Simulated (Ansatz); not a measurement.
Ansatz (a program for electronic structure) input (SVWN5/def2-TZVPD):

Ansatz 0.2 input:
```yaml
crystal:
  periodic: [false, false, false]
  atoms:
    - {symbol: H, position_ang: [-0.00000000, -0.00000000, -1.76984242]}
    - {symbol: B, position_ang: [-0.00000000, -0.00000000, -0.60173872]}
    - {symbol: O, position_ang: [0.00000000, 0.00000000, 0.59731700]}
basis:
  gaussian:
    orbitals: def2-TZVPD
hamiltonian:
  xc: {name: SVWN5}
magnetization: {spin_polarized: true, initial_magnetization: 2}
```

End of the output:

```
integrals: 0.01 GiB planned
400 factors; their error is unknown
mean field: 0.18 GiB planned
mean field evaluation 1: about -2708.7370 eV, gradient 2.3e1 eV
mean field evaluation 2: about -2707.2964 eV, gradient 3.2e1 eV
mean field evaluation 4: about -2711.2608 eV, gradient 6.0e0 eV
mean field evaluation 8: about -2711.4070 eV, gradient 1.4e-1 eV
mean field evaluation 16: about -2711.4015 eV, gradient 1.7e-4 eV
mean field evaluation 32: about -2710.9379 eV, gradient 4.4e-6 eV
mean field evaluation 64: about -2710.9379 eV, gradient 7.8e-2 eV
mean field evaluation 96: about -2709.7244 eV, gradient 1.5e1 eV
mean field -2711.40145879 eV, -99.6421657567 hartree, gradient 1.7e-5 eV, S^2 2.003551; 10 other end points of the search recorded, 0 dependent functions left out
reference -2711.40149565 eV, -99.6421671112 hartree; 8, 6 occupied and 78, 80 virtual orbitals, 400 factors
Total energy: -2711.40149565 eV, -99.6421671112 hartree
```

This state (charge 0, triplet) is run at the relaxed geometry of the species with charge 0 and multiplicity 1, and is a spin state other than that species' own.
